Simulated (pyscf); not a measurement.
This saddle point was located with ωB97X-D3(BJ)/def2-SVP in PySCF.

```xyz
11

O     -0.0332    -1.7882     0.4728
Mo    -1.5814    -1.2204    -0.1636
O     -1.5625    -1.5518    -1.7717
F     -2.7605     0.2105     0.0272
F     -2.7463    -2.4013     0.6174
O     -0.2895     0.3758     0.1469
Si    -0.5359     2.0456     0.2663
H      0.3145    -0.6488     0.5203
H     -1.2460     2.5166    -0.9489
H      0.8155     2.6607     0.3517
H     -1.3124     2.3604     1.4939
```

Surface: singlet, charge 0. Lowest wavenumbers (cm⁻¹): 1509i, 47, 95, 114, 157.

Problem. Name the species on either side of this saddle.

Solution. O=Mo(=O)(F)–F + silanol (HO–SiH₃) <-> O=Mo(OH)(F)(F)–O–SiH₃, an addition across a multiple bond or ene-type step read from left to right: H–O broken and H–O, Mo–O formed. At ωB97M-D3(BJ)/def2-TZVP it lies +0.60 eV from the left side and +0.98 eV from the right (each side as separated species at their lowest minima found). On the reactant side the descent ends in an adduct with a Mo–O contact, 0.64 eV under the separated species and 1.11 eV under the saddle at ωB97X-D3(BJ)/def2-TZVP. What is counted as formed (Mo–O) is already present as a longer contact in the reactant adduct; forming that adduct is a step of its own. At ωB97X-D3(BJ)/def2-TZVP the barrier from the zero used here is 0.47 eV. Another saddle between the same species, by other bonds, lies lower (0.21 eV against 0.60 eV at ωB97M-D3(BJ)/def2-TZVP). Elements past Kr carry the def2 core potentials, without spin-orbit coupling.
